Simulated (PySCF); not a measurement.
Si(Cl)(Br)(OH)(OMe) (CH4BrClO2Si), SMILES O[Si](OC)(Cl)Br.

The structure is a stationary point at B3LYP-D3(BJ)/def2-SVP. One conformer was computed; it need not be the lowest.

Two levels are set side by side: TDA-PBE/def2-SVPD (PySCF) and TDA-LC-ωPBE/def2-SVPD (PySCF). Vertical, same geometry. The lowest singlet is HOMO→LUMO 95 % with PBE and HOMO→LUMO 53 %, HOMO→LUMO+1 13 %, HOMO→LUMO+4 13 % with the other functional; states are paired by order. Differences are taken from unrounded values.

```tsv
quantity	TDA-LC-ωPBE
lowest singlet excitation (eV)	7.51
lowest triplet excitation (TDA) (eV)	6.89
```

Problem. What does TDA-PBE give, and how far is it from TDA-LC-ωPBE? (The exact figures need the calculation; the answer reports its results.)

Solution. 
```tsv
quantity	TDA-PBE	TDA-PBE minus TDA-LC-ωPBE
lowest singlet excitation (eV)	6.08	-1.43
lowest triplet excitation (TDA) (eV)	5.85	-1.05
```

Functionals without exact exchange tend to place singlet excitations lower, as here. Differences between two approximate levels are no errors against the true value.

Rough cost on one machine, each run with all the roots and properties that it gave: TDA-LC-ωPBE against TDA-PBE about 4 times.
